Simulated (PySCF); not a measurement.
ZrCl₃, SMILES [Cl][Zr]([Cl])[Cl] (connectivity only; charge and spin as stated), neutral, multiplicity 2.

Coordinates come from a r2SCAN-D4/def2-SVP optimisation. The multiplicity is an assumed one; other spin states were not compared. The isomer is the one that the SMILES or the coordinates give; other isomers of the formula were not compared. The def2 effective core potentials stand for the cores of Zr; spin–orbit coupling is left out.

Level of theory: M06-2X/def2-TZVPD run with PySCF.

Computed frontier levels, dipole moment and polarisability:
```yaml
"α spin, highest occupied and lowest empty level": -7.54 and -1.92 eV
"β spin, highest occupied and lowest empty level": -10.92 and -3.95 eV
dipole_moment: 0.00 D
quadrupole, principal values (traceless, Buckingham form, about the centre of nuclear charge): -3.19, -3.19, 6.39 D·Å
mean_static_polarisability: 84.8 bohr³ (12.57 Å³)
polarisability_principal_values: 72.5, 91.0, 91.0 bohr³
"⟨S²⟩": 0.752 (pure state 0.75)
```
